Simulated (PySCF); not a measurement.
C3H11ClSi2, SMILES C[Si](C)(Cl)C[SiH3].

Geometry optimised at PBE0-D3(BJ)/def2-SVP. The structure was generated by enumeration, and PubChem lists no compound with its InChIKey, so it may never have been made. The values are those of a single conformer.

Two levels are set side by side: PBE/def2-TZVP (PySCF) and HF/def2-TZVP (PySCF). Same geometry, gas phase. Differences are taken from unrounded values.

| quantity | PBE |
|---|---|
| orbital gap (eV) | 6.77 |
| highest occupied level (eV) | -7.05 |
| lowest empty level (eV) | -0.28 |
| dipole moment (D) | 2.49 |

Problem. These are the PBE values. What does HF give? (Estimate from the structure and the level; the computed values follow.)

Solution. 
```tsv
quantity	HF	PBE minus HF
orbital gap (eV)	14.49	-7.71
highest occupied level (eV)	-11.43	4.38
lowest empty level (eV)	3.06	-3.34
dipole moment (D)	2.63	-0.14
```

PBE's occupied levels lie high since its potential decays too fast outside the molecule; exact exchange lowers them and widens the gap. Differences between two approximate levels are no errors against the true value.

Rough cost on one machine, each run with all the roots and properties that it gave: HF against PBE about 1/7.
